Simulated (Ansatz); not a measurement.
Cartesian coordinates in Å:
```
O -2.919 0.156 -0.825
C -2.277 1.044 -0.323
Si -0.422 0.835 0.163
C 0.215 -0.853 -0.228
In 2.294 -1.144 0.291
H -2.770 2.030 -0.130
H 0.321 1.908 -0.561
H -0.335 1.156 1.618
H 0.096 -1.033 -1.300
H -0.386 -1.589 0.314
H 3.501 -0.768 -0.881
H 2.681 -1.742 1.861
```

Charge 0, multiplicity 1. In: def2 effective core potential.

(1) List the B3LYP/def2-TZVPP orbital energies in eV (the Gaussian-basis code of Ansatz). (Estimate.)

Results:

(1) Computed: Occupied: -1799.04, -520.87, -279.11, -276.67, -143.60, -127.23, -98.92, -98.91, -98.89, -83.96, -83.62, -83.61, -28.87, -21.11, -20.87, -20.86, -20.84, -20.76, -18.76, -16.83, -14.13, -12.67, -11.80, -11.71, -11.30, -11.02, -9.46, -9.38, -8.09, -7.83, -6.63. Lowest empty: -2.15, -1.69, -0.40, 0.41, 0.65, 1.13, 1.19, 1.76.

B3LYP here is the variant with VWN-RPA as its local correlation; programs differ in this.
